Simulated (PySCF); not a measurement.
Compound: C3H8Se.
Cartesian coordinates in Å at the PBE0-D3(BJ)/def2-SVP level; atoms count from 1:
```
atom  x, y, z in Å
C1    -1.0989   -0.7567    0.1274
C2     0.1823   -0.0396    0.5142
C3     0.3901    1.2561   -0.2503
Se4    1.7524   -1.2272    0.3738
H5    -1.9707   -0.1027    0.2997
H6    -1.2383   -1.6796    0.7075
H7    -1.0923   -1.0252   -0.9413
H8     0.1680    0.1748    1.5962
H9    -0.4602    1.9392   -0.0838
H10    1.3117    1.7672    0.0609
H11    0.4578    1.0668   -1.3338
H12    1.6252   -1.4103   -1.0822
```

Method used: PySCF, PBE0-D3(BJ)/def2-SVP geometry optimisation, gas phase.

Take the most abundant isotopes and a rigid rotor. The values belong to one conformer with, in the numbering `[CH3:1][CH:2]([CH3:3])[SeH:4]`, C1–C2–Se4–H 64°.

Task: What are A, B and C (MHz)?

Result: Ia = 64.47, Ib = 182.56, Ic = 227.61 u·Å²; 505379 MHz·u·Å²/I gives A = 7839, B = 2768, C = 2220 MHz.

Task: Classify the top.

Result: An asymmetric top: κ = (2 × 2768 − 7839 − 2220)/(7839 − 2220) = -0.80.

Task: Is it planar, by Δ = Ic − Ia − Ib?

Result: Not planar: Δ = Ic − Ia − Ib = -19.42 u·Å². For a rigid frame Δ = −2 Σ m c², so Σ m c² = 9.71 u·Å² lies off the ab plane: 7.61 from hydrogen and 2.10 from heavier atoms. The atom farthest from that plane is 1.48 Å away.

Task: Give the other two planar moments, Paa and Pbb, and the rms extents of the mass along the axes.

Result: Paa = Σ m a² = (Ib + Ic − Ia)/2 = 172.85 and Pbb = Σ m b² = (Ia + Ic − Ib)/2 = 54.76 u·Å². With the mass M = 123.98 u, the rms extents √(P/M) along a, b and c are 1.18, 0.66, 0.28 Å.

Task: Where do the levels up to J = 4 lie, in cm⁻¹?

Result: Above 0(0,0):
J = 1: 1(0,1) 0.1664, 1(1,1) 0.3355, 1(1,0) 0.3538
J = 2: 2(0,2) 0.4978, 2(1,2) 0.6501, 2(1,1) 0.7049, 2(2,1) 1.2123, 2(2,0) 1.2137
J = 3: 3(0,3) 0.9915, 3(1,3) 1.1210, 3(1,2) 1.2306, 3(2,2) 1.7115, 3(2,1) 1.7185, 3(3,1) 2.6037, 3(3,0) 2.6038
J = 4: 4(0,4) 1.6435, 4(1,4) 1.7475, 4(1,3) 1.9298, 4(2,3) 2.3760, 4(2,2) 2.3965, 4(3,2) 3.2719, 4(3,1) 3.2724, 4(4,1) 4.5174, 4(4,0) 4.5174

Task: Predict some low-J microwave lines.

Result: The dipole components are |μa| = 1.54 D, |μb| = 0.00 D, |μc| = 0.27 D; the mirror of this Cs structure is the ac plane, so μb vanishes by symmetry and there are no b-type lines. The squared components, which scale the intensities, stand as 1.00 : 0.03 (a : c). Some lines, for components of 0.1 D or more:

| type | branch | J(Ka,Kc) | MHz | lower level (cm⁻¹) |
| --- | --- | --- | --- | --- |
| a | Q | 3(1,2) ← 3(1,3) | 3285 | 1.121 |
| c | Q | 2(1,2) ← 2(0,2) | 4565 | 0.498 |
| a | R | 2(1,2) ← 1(1,1) | 9430 | 0.336 |
| c | R | 1(1,0) ← 0(0,0) | 10607 | 0.000 |
| a | R | 3(0,3) ← 2(0,2) | 14800 | 0.498 |
| a | R | 3(1,2) ← 2(1,1) | 15761 | 0.705 |
| c | R | 2(1,1) ← 1(0,1) | 16144 | 0.166 |
| a | R | 5(2,4) ← 4(2,3) | 24850 | 2.376 |
| c | R | 4(2,2) ← 3(1,2) | 34954 | 1.231 |
| c | R | 3(3,1) ← 2(2,1) | 41713 | 1.212 |
| c | Q | 5(5,1) ← 5(4,1) | 48012 | 5.353 |
| c | R | 5(3,2) ← 4(2,2) | 51367 | 2.397 |
| c | R | 4(4,0) ← 3(3,0) | 57371 | 2.604 |
| c | R | 4(4,1) ← 3(3,1) | 57373 | 2.604 |
| c | R | 5(5,0) ← 4(4,0) | 73049 | 4.517 |

Task: Estimate the classical rotational partition function at 50 K, 200 K and 500 K.

Result: Point group Cs, symmetry number σ = 1; q = (√π/σ)·√((kT/h)³/(ABC)), k/h = 20836.6 MHz/K: 8590 at 50 K, 68700 at 200 K, 272000 at 500 K.

PBE0-D3(BJ)/def2-SVP frequencies: not computed here. Constants of a rigid frame at the computed geometry: no zero-point averaging, no centrifugal distortion. A rigid rotor knows nothing of internal rotation, which can split or shift real lines.
